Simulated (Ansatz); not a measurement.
`[SiH3][SiH2][SiH2][GeH3]` at its PBE0-D4/def2-TZVP geometry, where that method's forces vanish. The species carries charge 0 and has multiplicity 1.

```
atom   x (Å)   y (Å)   z (Å)
 Si1   1.663   0.878  -1.424
 Si2   0.125  -0.882  -1.375
 Si3  -0.526  -1.294   0.831
 Ge4  -1.357   0.710   1.812
  H5   2.847   0.541  -0.588
  H6   2.122   1.157  -2.812
  H7   1.031   2.107  -0.874
  H8   0.725  -2.103  -1.985
  H9  -1.077  -0.505  -2.171
 H10   0.649  -1.766   1.615
 H11  -1.576  -2.349   0.885
 H12  -0.233   1.755   1.911
 H13  -1.907   0.453   3.225
 H14  -2.485   1.299   0.950
```

Question: For each bond, give half the difference of the two atoms' forces along it (eV/Å; positive pushes the atoms apart) under PBE-D4, r2SCAN-D4, B3LYP-D4, ωB97M-V in def2-TZVPP. (Best estimate.)

Answer: Computed: 
```tsv
bond	length (Å)	PBE-D4	r2SCAN-D4	B3LYP-D4	ωB97M-V
Si1–Si2	2.338	-0.07	0.02	0.12	0.08
Si1–H5	1.488	0.09	-0.02	-0.07	-0.10
Si1–H6	1.488	0.09	-0.02	-0.08	-0.11
Si1–H7	1.488	0.09	-0.02	-0.07	-0.09
Si2–Si3	2.337	-0.06	0.02	0.09	0.07
Si2–H8	1.490	0.10	-0.01	-0.09	-0.11
Si2–H9	1.490	0.10	-0.02	-0.09	-0.11
Si3–Ge4	2.381	-0.05	0.00	0.11	0.04
Si3–H10	1.490	0.10	-0.01	-0.10	-0.11
Si3–H11	1.490	0.10	-0.01	-0.11	-0.12
Ge4–H12	1.538	0.09	-0.04	-0.01	-0.05
Ge4–H13	1.538	0.09	-0.04	-0.01	-0.07
Ge4–H14	1.538	0.08	-0.04	0.00	-0.06
```

B3LYP here is the variant with VWN-RPA as its local correlation; programs differ in this.
